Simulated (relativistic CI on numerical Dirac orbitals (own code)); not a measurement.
## V12+: q coefficients and field-shift factors

Method of calculation: Dirac-Coulomb-Breit CI, orbitals from a KLI potential per configuration, derivatives by finite differences, unscaled Slater integrals, QED left out (own radial code, finite nucleus).

Configurations in the expansion (outside the closed core [Ne]): 3s, 3p, 3d, 4s, 4p, 4d, 4f. Levels of other configurations are missing.

With x = (α/α₀)² − 1 an excitation energy changes as ω = ω₀ + qx; K = 2q/ω₀ is the relative enhancement. Terms are leading LS components, so labels can repeat. The field-shift factor is F = δν/δ⟨r²⟩ for the transition from the lowest level.

Lowest level 3s 2S_1/2.

```
     Level  ω₀ (cm⁻¹)  q (cm⁻¹)       K  F (GHz/fm²)
3p 2P°_1/2     226414      3836  0.0339        -9.32
3p 2P°_3/2     237331     14910   0.126        -9.33
 3d 2D_3/2     546010     15430  0.0565        -8.85
 3d 2D_5/2     547170     16580  0.0606        -8.85
 4s 2S_1/2    1297687      9616  0.0148        -4.74
4p 2P°_1/2    1386177     10970  0.0158        -8.23
4p 2P°_3/2    1390365     15210  0.0219        -8.24
 4d 2D_3/2    1502779     15430  0.0205        -8.06
 4d 2D_5/2    1503325     15970  0.0212        -8.06
4f 2F°_5/2    1545696     15570  0.0202        -7.92
4f 2F°_7/2    1545903     15780  0.0204        -7.91
```

At this charge energies of transitions that change n are usually good to better than 1 %, and those within a shell (Δn = 0) to a few per cent.
